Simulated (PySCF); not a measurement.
Ar²⁺ (argon, charge +2) across methods

[Ne] 3s2 3p3 3d1, high-spin 5D determinant (an excited configuration). Computed with PySCF 2.14 in aug-cc-pVTZ-DK, with the spin-free X2C one-electron Hamiltonian (Gaussian nucleus).

```
   method  E (hartree)  mean ε 3s β (eV)  mean ε 3p α (eV)  mean ε 3d α (eV)  Σ⟨r²⟩ (bohr²)   ⟨S²⟩
   M06-2X    -527.0521           -52.956           -43.089           -18.651          17.47  6.001
      LDA    -525.4135           -49.785           -39.188           -16.208          17.53  6.000
    wB97X    -527.0580           -53.883           -43.844           -19.860          17.28  6.001
BHandHLYP    -527.0711           -53.024           -43.283           -18.793          17.39  6.001
      PBE    -526.8706           -49.451           -39.193           -16.363          17.44  6.000
     PBE0    -526.9079           -51.111           -41.424           -17.703          17.38  6.000
      UHF   -526.43902           -54.237           -47.317           -21.331          17.38  6.001
     MN15    -527.1660           -51.609           -42.067           -18.008          17.37  6.000
   r2SCAN    -527.0272           -49.461           -40.042           -16.553          17.38  6.001
```

The outer electron is Rydberg-like, and this basis confines it to a smaller radius and binds it less than a complete one would.
